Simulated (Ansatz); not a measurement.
Born–Oppenheimer molecular dynamics of CH₂ClSi₂ (6 atoms, charge -1, multiplicity 1). It starts from a relaxed structure.

All numbers below come from RKS B3LYP-D4/def2-SVP in Ansatz.

```yaml
ensemble: NVT, Langevin thermostat
time_step: 4 fs
steps_asked: 120
set_temperature: 100 K
friction: 0.05 /fs
seed: 751813
```

First frame:

```xyz
6
Properties=species:S:1:pos:R:3
Si 0.710 -2.748 0.779
C 0.338 -1.192 0.347
Si 0.006 0.485 -0.098
Cl -2.010 0.890 -0.782
H 0.811 1.052 -1.241
H 0.145 1.514 0.996
```

(1) How far do the bonds stretch over the last three quarters of this one trajectory? (Pairs bonded in most of those frames.)

Answers

(1) 
```
   bond  mean (Å)  spread (Å)  shortest  longest
 Si1–C2     1.659       0.014      1.62     1.69
 C2–Si3     1.764       0.015      1.72     1.79
Si3–Cl4     2.180       0.029      2.11     2.23
 Si3–H5     1.510       0.021      1.47     1.56
 Si3–H6     1.510       0.025      1.45     1.56
```

Mean temperature of the second half: 91 K. A step of 4 fs is long for free X–H stretches (periods near 10 fs) and can bias their spread and the temperature. A run of 0.48 ps of so small a system gives no equilibrium averages. Limits of this set-up: an anion without diffuse functions, the dipole of an ion depends on the origin.

Run time: 5.2 min on 1 CPU thread of a shared host.
